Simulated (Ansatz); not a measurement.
Cost and result for the atomization energy of CH5AlGeO (9 atoms, 9 bonds).

```xyz
9

C     0.6968   -0.0537    1.1139
O     0.1553    0.8660    0.0970
Ge   -0.2018   -0.1367   -1.5109
Al   -1.0991   -0.5780    0.6563
H     1.6133   -0.5428    0.7843
H     0.8677    0.5203    2.0243
H     1.1861   -0.5960   -2.0159
H    -0.6957    0.9624   -2.4741
H    -2.5226   -0.4414    1.3250
```

Charge 0, multiplicity 1. Correlated methods include outer-core shells of Ge, which these sets cover unevenly. Scalar relativity is left out up to krypton. The geometry is a stationary point of PBE0-D4/def2-TZVP. Program: Ansatz. All runs use 4 threads of an Arm Neoverse V2 on a shared host. Times are those of one run each, without the atoms' runs, and a repeat can differ threefold. Electronic energies, without spin–orbit coupling; frozen cores. CCSD(T)/CBS adds CCSD(T) − MP2 in def2-TZVPP to the MP2 limit, and its time is that of the two runs behind it. T1 = 0.015. With those shells the extrapolation isn't a true limit. B3LYP takes the VWN-RPA correlation (the form of Gaussian; ORCA's B3LYP/G).

CCSD(T)/CBS is a level of theory with its own doubt, some kJ/mol a heavy atom from the limit and from the frozen cores, so smaller differences don't rank the functionals.

| level | functions | wall time | atomization (kcal/mol) | difference from CCSD(T)/CBS | per bond |
| --- | --- | --- | --- | --- | --- |
| PBE-D4/def2-TZVPP (with forces) | 222 | 2.2 s | 679.8 | 6.6 | 0.7 |
| PBE0-D4/def2-TZVPP | 222 | 2.8 s | 665.7 | -7.5 | -0.8 |
| B3LYP-D4/def2-TZVPP (with forces) | 222 | 3.9 s | 665.4 | -7.8 | -0.9 |
| r2SCAN-D4/def2-TZVPP (with forces) | 222 | 4.4 s | 676.0 | 2.8 | 0.3 |
| B2PLYP/def2-TZVPP | 222 | 4.5 s | 660.1 | -13.1 | -1.5 |
| ωB97X-V/def2-TZVPP | 222 | 7 s | 674.4 | 1.2 | 0.1 |
| ωB97M-V/def2-TZVPP (with forces) | 222 | 11 s | 669.8 | -3.4 | -0.4 |
| MP2/def2-QZVPP | 423 | 19 s | 674.5 | 1.3 | 0.1 |
| CCSD(T)/def2-TZVPP | 222 | 91 s | 655.5 | -17.7 | -2.0 |
| CCSD(T)/CBS(def2) | – | 110 s | 673.2 | 0.0 | 0.0 |

From PBE to PBE0 (25 % exact exchange), in def2-TZVPP and without D4, the atomization energy moves by −13.4 kcal/mol: exact exchange takes away binding that semilocal exchange gives to molecules. The D4 term adds +7.2 kcal/mol with B3LYP and +3.7 kcal/mol with PBE0; it sums over pairs of atoms, weighted by their polarisabilities, and B3LYP, whose exchange is more repulsive, gets the larger term. In def2-TZVPP, CCSD(T) changes the Hartree–Fock value by +193.0 kcal/mol (the triples alone add +12.5 kcal/mol) and MP2 by +201.6 kcal/mol; breaking electron pairs costs correlation energy, which Hartree–Fock lacks.
